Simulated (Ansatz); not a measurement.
# Abstraction of F: SnH2F2 + SiH3(SiH2) → SnH2F + SiH2(SiH3)F

Species: SnH2F2 `[F][SnH2][F]`, singlet; SiH3(SiH2), doublet; SnH2F `[F][SnH2]`, doublet; SiH2(SiH3)F, singlet. A radical takes F: the energy is the difference in strength between the Sn–F bond broken and the Si–F bond made.

Shapes, held fixed at every level: PBE0-D4/def2-TZVP. Programs: Ansatz 0.2.0. The zero-point and thermal change to 298 K, harmonic and unscaled (PBE0-D4/def2-TZVP), is +2.1 kJ/mol.

```csv
level,kind,ΔH(298 K) (kJ/mol),less CCSD(T)/def2-TZVPP
MP2/def2-TZVPP,perturbation theory,-111.7,-2.0
HF/def2-SVP,Hartree–Fock,-107.6,+2.1
HF/def2-TZVPP,Hartree–Fock,-118.6,-8.9
SPW92/def2-TZVPP,LDA,-113.8,-4.1
PBE-D4/def2-TZVPP,GGA,-104.2,+5.5
CCSD(T)/def2-SVP,coupled cluster or CI,-94.6,+15.1
CCSD/def2-TZVPP,coupled cluster or CI,-112.2,-2.5
CCSD(T)/def2-TZVPP,coupled cluster or CI,-109.7,0.0
```

The highest level, CCSD(T)/def2-TZVPP, gives ΔH(298 K) = -109.7 kJ/mol; the levels span -118.6 to -94.6. The column of differences is taken from that level and isn't an error. No measured value is set beside it here. Open shells run unrestricted. For atoms past krypton def2 sets carry core potentials with scalar relativity. Outer-core shells of Sn are correlated, in sets that cover them unevenly.
